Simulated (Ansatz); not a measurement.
Reaction (substitution at a C–Al bond): `[CH3][Al]([SiH3])[Br]` + `NCSS` → `CNCSS` + `[SiH3][AlH][Br]`

Isolated molecules relaxed with PBE0-D4/def2-TZVP in Ansatz; ΔE leaves out vibrations. CCSD(T)/CBS is the MP2 limit (def2-TZVPP, def2-QZVPP) plus CCSD(T) − MP2 in def2-TZVPP, frozen cores. For Br outer-core shells are correlated without core-valence functions, which leaves a few kJ/mol of doubt a bond. Scalar relativity is left out up to krypton. One conformer a species, not always the lowest.

```json
{"level": "SCS-MP2/def2-QZVPP", "ΔE (kJ/mol)": "73.7"}
{"level": "MP2/CBS(def2)", "ΔE (kJ/mol)": "78.9"}
```

What does CCSD(T)/CBS give? (Estimate.)

The calculation gave: +75.8 kJ/mol. The listed levels differ from it by -2.1, 3.1 kJ/mol.

Largest T1 diagnostic among the species: 0.012.

In def2-TZVPP, CCSD(T) changes the Hartree–Fock value by +5.5 kJ/mol (the triples alone add +0.1 kJ/mol) and MP2 by +8.6 kJ/mol. The D4 term adds −3.2 kJ/mol with B3LYP and −1.7 kJ/mol with PBE0; it sums over pairs of atoms, weighted by their polarisabilities, and B3LYP, whose exchange is more repulsive, gets the larger term.

B3LYP here is the variant with VWN-RPA as its local correlation; programs differ in this.
